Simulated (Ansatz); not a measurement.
Coupled-cluster diagnostics for the cluster Li6H6⁻, Ansatz.

Geometry of the doublet (r2SCAN-D4/def2-TZVPD):

```xyz
12

Li    1.105    1.151    0.318
Li    1.467    0.265   -2.072
Li   -1.597    0.133    0.285
Li   -0.007   -0.056    2.271
Li    0.557   -1.484    0.402
Li   -1.234   -0.756   -2.103
H     2.051    1.611   -1.147
H     1.574   -0.382    1.455
H    -2.581   -0.136   -1.200
H    -0.530    1.365    1.315
H     0.152   -0.373   -0.948
H    -0.958   -1.338    1.424
```

Correlated methods freeze no core orbitals; core or outer-core shells of Li are correlated, in sets that lack core-valence functions. Another isomer (doublet) lies 0.49 eV lower at PBE0-D4/def2-TZVPD; other spin states weren't run for this one.

(1) Estimate the CCSD(T) correlation energy, the shares of MP2 and (T), T1 and the reference's ⟨S²⟩ for: charge -1, doublet, own geometry in def2-TZVPD; and the rough time on 4 threads of Arm Neoverse V1 on a shared host.

Answers

(1) 
```tsv
state	basis	correlation (eV)	MP2 share (%)	(T) share (%)	T1	⟨S²⟩ (pure)	wall time
charge -1, doublet, own geometry	def2-TZVPD	-11.506	82.0	0.8	0.011	0.75 (0.75)	5.5 min
```
Customary marks for T1 are 0.02 (closed shells), 0.045 (open shells) and about 0.05 (3d metals). T1 stays under 0.02 throughout.
